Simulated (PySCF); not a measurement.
Isomers of [C4H12BO]- (charge -1). The calculation used PBE0-D3(BJ)/def2-SVP geometry optimisation, gas phase (PySCF 2.14.0). Energies are electronic, without zero-point or thermal terms, for one conformer each. No frequencies were run at this level. Point groups hold within 0.08 Å.

Question: Rank from lowest to highest electronic energy at this level (kcal/mol).
A. `[CH3:1][C:2]([CH3:3])([CH3:4])[BH2-:5][OH:6]` (charge -1) with C2–B5–O6–H -71°
B. `[CH3:1][CH2:2][CH2:3][BH2-:4][O:5][CH3:6]` (charge -1) with C1–C2–C3–B4 177°, C2–C3–B4–O5 -57°, C3–B4–O5–C6 -68°

Answer: A (0.0), B (9.9).

As drawn, the lower has an O–H bond, which the higher lacks.

```json
{"SMILES": "CC(C)(C)[BH2-]O", "E (Eh)": "-259.28485", "E rel (kcal/mol)": "0.0", "dipole about centre of mass (D)": "4.48", "point group": "–", "A, B, C (MHz)": "4361, 2441, 2425"}
{"SMILES": "CCC[BH2-]OC", "E (Eh)": "-259.26906", "E rel (kcal/mol)": "9.9", "dipole about centre of mass (D)": "5.18", "point group": "C1", "A, B, C (MHz)": "6590, 1656, 1514"}
```

How do the relative energies change in single points at PBE0/pcSseg-1 (no added dispersion term) on the same geometries?

```
         SMILES  PBE0-D3(BJ)/def2-SVP (kcal/mol)  PBE0/pcSseg-1 (kcal/mol)  shift
CC(C)(C)[BH2-]O                              0.0                       0.0    0.0
    CCC[BH2-]OC                              9.9                      10.6   +0.7
```

Each column counts from its own lowest isomer. The order is unchanged; the largest shift is 0.7 kcal/mol.
